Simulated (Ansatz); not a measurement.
The same path of CH₃OSe (6 atoms, charge 1, multiplicity 1) was run 3 times with different band settings. The coordinate that changes most is the angle H4–O1–C2.

The calculation used RKS PBE0/def2-SVP (Ansatz 0.2.0).

Relaxed end points:

```xyz
6
Properties=species:S:1:pos:R:3
O -1.003 -0.354 -0.023
C 0.141 0.055 -0.409
Se 1.463 0.508 0.731
H -1.622 -0.563 -0.749
H 0.363 0.148 -1.485
H 0.656 0.207 1.934
```

```xyz
6
Properties=species:S:1:pos:R:3
O -0.998 -0.344 -0.648
C 0.200 0.078 -0.603
Se 1.289 0.445 0.798
H -1.438 -0.511 0.207
H 0.642 0.247 -1.598
H 0.305 0.084 1.844
```

Common settings: spring 5.0 eV/Å²; start path IDPP; force threshold 0.05 eV/Å; iteration limit 60; end points relaxed.

| run | movable images | climbing image | optimiser | largest step |
| --- | --- | --- | --- | --- |
| 1 | 5 | yes | quadratic models (default) | default |
| 2 | 4 | no | quadratic models (default) | default |
| 3 | 5 | yes | fire | 0.02 Å |

(1) What does each run give, and how far can it be trusted?

Answers

(1) Run 1: converged after 8 iterations, highest image 0.930 eV above the first end. A vibrational analysis at the climbing image gives 2 clearly imaginary modes (1064i, 595i cm⁻¹): a point of higher order, so a lower path passes nearby.
Run 2: converged after 8 iterations, highest image 0.789 eV above the first end. The dihedral H4–O1–C2–Se3 jumps by 179° between images 2 and 3, so the path isn't resolved there. No image climbed, so the highest image needn't sit at the top of the path.
Run 3: converged after 35 iterations, highest image 0.930 eV above the first end. Another band between the same ends (5 images) ends at a top of the same energy, where a vibrational analysis finds 2 clearly imaginary modes.
Limits of this set-up: the dipole of an ion depends on the origin.
